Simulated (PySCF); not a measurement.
Trend along group 14: MK cations

MP2 with double-zeta basis sets in PySCF, for the lowest determinant that a PBE0 search found; no spin–orbit coupling. De refers to high-spin ground-configuration atoms (the charge goes to the atom of lower measured ionisation energy or higher electron affinity, which is not always the lowest computed limit).

```
 M       basis  reference, frozen orbitals  charged atom  state (unpaired electrons)  Re (Å)  ωe (cm⁻¹)  De (eV)
Si  x2c-SVPall                     UHF, 10            K+          triplet (σ ↑, π ↑)   3.785       90.4     0.28
Ge  x2c-SVPall                     UHF, 14            K+          triplet (σ ↑, π ↑)   3.810       71.3     0.29
Sn    def2-SVP                      UHF, 9            K+          triplet (σ ↑, π ↑)   3.977       66.7     0.31
Pb    def2-SVP                      UHF, 9            K+          triplet (σ ↑, π ↑)   4.030       62.8      n/a
```

The shortest bond is that of KSi⁺ (3.785 Å), the longest that of KPb⁺ (4.030 Å).

The rows differ in basis set, which adds steps of its own.

Down a group the atoms grow and get heavier, so bonds lengthen and wavenumbers fall; this series shows no clear exception.

Correlated steps freeze the inner cores (9 to 14 orbitals); shallow outer-core shells are correlated. Weak bonds: KGe⁺, KSi⁺, KSn⁺. Basis-set superposition, not corrected here, can be much of De in a small basis, most of all at correlated wavefunction levels. Spin–orbit coupling is left out, which matters for elements this heavy, above all for dissociation energies. For an ion De counts to the pair picked by the measured ionisation energies or electron affinities, which need not be the lowest pair at this level. States were picked by a PBE0 search and need not be the measured ground states.
